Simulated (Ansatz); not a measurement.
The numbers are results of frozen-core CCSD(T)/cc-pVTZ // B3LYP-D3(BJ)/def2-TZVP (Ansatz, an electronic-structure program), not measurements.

Ansatz 0.2 input:
```yaml
crystal:
  periodic: [false, false, false]
  atoms:
    - { symbol: O, position_ang: [1.239073, -0.474967, -0.009283] }
    - { symbol: Al, position_ang: [-0.388329, -0.0538, 0.000279] }
    - { symbol: Cl, position_ang: [-1.801779, -1.576526, -0.015975] }
    - { symbol: Cl, position_ang: [-1.002693, 1.941062, 0.027678] }
    - { symbol: H, position_ang: [1.953727, 0.164231, -0.0027] }
basis:
  gaussian: { orbitals: cc-pVTZ }
correlation:
  method: ccsd_t
```

Output:

```
Functional definition: HF
881 factors; integrals over basis functions are off by at most 1.0e-3 eV
mean field evaluation 1: about -33648.1856 eV, gradient 3.9e1 eV
mean field evaluation 2: about -33648.3296 eV, gradient 4.0e1 eV
mean field evaluation 4: about -33651.2262 eV, gradient 2.2e0 eV
mean field evaluation 8: about -33651.2611 eV, gradient 1.9e-1 eV
mean field evaluation 16: about -33648.1849 eV, gradient 3.9e1 eV
mean field -33651.26128520 eV, -1236.6610425869 hartree, gradient 5.4e-6 eV, S^2 0.000000; 0 other end points of the search recorded, 0 dependent functions left out
16 core orbitals not correlated
reference -33651.26128520 eV, -1236.6610425869 hartree; 12, 12 occupied and 118, 118 virtual orbitals, 881 factors
second order -18.62030529 eV of doubles, -0.00000000 eV of singles
cycle   1  -19.10036212 eV  change   -4.8e-1 eV  update   8.0e-2
cycle   2  -19.45171293 eV  change   -3.5e-1 eV  update   2.3e-2
cycle   3  -19.53342826 eV  change   -8.2e-2 eV  update   1.2e-2
cycle   4  -19.52449216 eV  change    8.9e-3 eV  update   2.8e-3
cycle   5  -19.52314962 eV  change    1.3e-3 eV  update   1.3e-3
cycle   6  -19.52347429 eV  change   -3.2e-4 eV  update   3.6e-4
cycle   7  -19.52329465 eV  change    1.8e-4 eV  update   1.3e-4
cycle   8  -19.52329843 eV  change   -3.8e-6 eV  update   3.6e-5
cycle   9  -19.52331309 eV  change   -1.5e-5 eV  update   1.2e-5
perturbative correction -0.75413999 eV, -0.0277141335 hartree
Total energy: -33671.53873828 eV, -1237.4062252432 hartree
```

Cost: very roughly 30 core-seconds.
